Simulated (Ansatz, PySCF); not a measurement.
Species: GeI, charge 0, doublet. GeI (SMILES [Ge][I], doublet).
B3LYP-D3(BJ)/def2-TZVP minimum from Ansatz (a program for electronic structure):
```xyz
2

Ge     0.0000     0.0000    -1.5933
I      0.0000     0.0000     0.9620
```
Charge 0, spin multiplicity 2.

Atomisation energy term by term, kcal/mol (programs: Ansatz). UHF or UKS for unpaired electrons; spin-orbit terms are left out. Cores are frozen in correlated methods (noble-gas shells, and filled d and f shells in the p block). Past Kr the def2 sets carry scalar-relativistic core potentials. CBS(X,Y): correlation extrapolated as X^-3, Hartree-Fock from the larger set. A bracket is a step between two methods taken in the basis named. Spin-orbit terms, left out, reach several kcal/mol for Br and I, and more for heavier atoms.

```json
[
 {"term": "Hartree-Fock", "basis": "def2-QZVPP", "kcal/mol": "42.84"},
 {"term": "CCSD correlation", "basis": "CBS(def2-TZVPP,def2-QZVPP)", "kcal/mol": "25.11"},
 {"term": "(T)", "basis": "CBS(def2-TZVPP,def2-QZVPP)", "kcal/mol": "3.74"},
 {"term": "CCSDT(Q) - CCSD(T)", "basis": "def2-QZVPP", "kcal/mol": "0.33"},
 {"term": "CCSDTQ - CCSDT(Q)", "basis": "def2-SVP", "kcal/mol": "-0.05"},
 {"term": "minus zero-point energy", "basis": "Hessian by PySCF at B3LYP-D3(BJ)/def2-TZVP", "kcal/mol": "-0.33"},
 {"term": "sum: D0", "basis": "", "kcal/mol": "71.6"}
]
```

The step beyond CCSD(T) by other levels: CCSDTQ in def2-SVP 0.44; CCSDT(Q) in def2-SVP 0.50; CCSDT(Q) in def2-TZVPP 0.37 kcal/mol.
